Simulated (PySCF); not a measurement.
Members of the series SiXY, Y = methyl; each row names its spin state. Isolated molecules, 0 K electronic values unless said otherwise. One relaxed conformer stands for each flexible species; it need not be the lowest. Strings in code marks are SMILES.

The HOMO from two functionals at the same geometries (PBE0-D3(BJ)/def2-SVP), both in PySCF: PBE-D3(BJ)/def2-TZVP and ωB97X-D3(BJ)/def2-TZVP. 

```json
[
 {"species": "X = fluoro, multiplicity 1 (`C[Si]F` (lower singlet))", "PBE-D3(BJ)/def2-TZVP (eV)": "-5.55", "ωB97X-D3(BJ)/def2-TZVP (eV)": "-9.02"},
 {"species": "X = hydroxy, multiplicity 1 (`O[Si]C` (lower singlet; C–Si–O–H torsion 0°))", "PBE-D3(BJ)/def2-TZVP (eV)": "-5.33", "ωB97X-D3(BJ)/def2-TZVP (eV)": "-8.73"},
 {"species": "X = amino, multiplicity 1 (`C[Si]N` (lower singlet))", "PBE-D3(BJ)/def2-TZVP (eV)": "-5.01", "ωB97X-D3(BJ)/def2-TZVP (eV)": "-8.40"},
 {"species": "X = cyano, multiplicity 1 (`C[Si]C#N` (lower singlet))", "PBE-D3(BJ)/def2-TZVP (eV)": "-6.19", "ωB97X-D3(BJ)/def2-TZVP (eV)": "-9.60"},
 {"species": "X = boryl, multiplicity 1 (`B[Si]C` (lower singlet))", "PBE-D3(BJ)/def2-TZVP (eV)": "-5.01", "ωB97X-D3(BJ)/def2-TZVP (eV)": "-8.19"},
 {"species": "X = mercapto, multiplicity 1 (`C[Si]S` (lower singlet; C–Si–S–H torsion 180°))", "PBE-D3(BJ)/def2-TZVP (eV)": "-5.43", "ωB97X-D3(BJ)/def2-TZVP (eV)": "-8.76"}
]
```

Over these rows, drawn at random from the members with no instability flagged (it was tested for open shells, ions and some series alone), PBE minus ωB97X-D3(BJ): mean +3.36 eV, from +3.17 eV to +3.47 eV.
